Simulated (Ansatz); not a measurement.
`[CH3][GaH][NH]CF`, relaxed with RKS PBE-D4/def2-SVP in the Gaussian-basis code of Ansatz from a rough embedded geometry. The force threshold is 0.03 eV/Å; the program also tests the step.

Charge 0, multiplicity 1.

Start:

```xyz
12

C     1.138   -1.382    0.471
Ga    0.274   -0.931   -0.557
N    -1.199    0.333   -0.567
C    -0.779    1.596   -0.118
F     0.300    2.041   -0.934
H     1.863   -2.308    0.521
H     0.481   -1.389    1.314
H     1.773   -0.494    0.406
H    -0.020   -1.264   -1.538
H    -1.989    0.002    0.113
H    -1.518    2.341   -0.053
H    -0.325    1.455    0.942
```

Q: How much energy does the relaxation release, and in how many steps? (Estimate.)

A: Computed: 264.98 kcal/mol, in 17 steps.

Q: Which bonds change most? (An estimate is asked.)

A: Ansatz gave: C1–Ga2 from 1.416 to 1.972 Å; Ga2–H9 from 1.077 to 1.575 Å; Ga2–N3 from 1.941 to 1.859 Å; C1–H6 from 1.177 to 1.107 Å.

Q: Give the relaxed structure. (An estimate is asked.)

A: Ansatz gave: 
```xyz
12

C     1.360   -1.237    0.585
Ga   -0.152   -1.144   -0.677
N    -1.187    0.395   -0.542
C    -0.759    1.545    0.159
F     0.236    2.273   -0.534
H     2.049   -2.072    0.350
H     0.985   -1.380    1.620
H     1.926   -0.284    0.559
H    -0.661   -2.196   -1.732
H    -1.890    0.589   -1.262
H    -1.598    2.255    0.340
H    -0.308    1.256    1.135
```
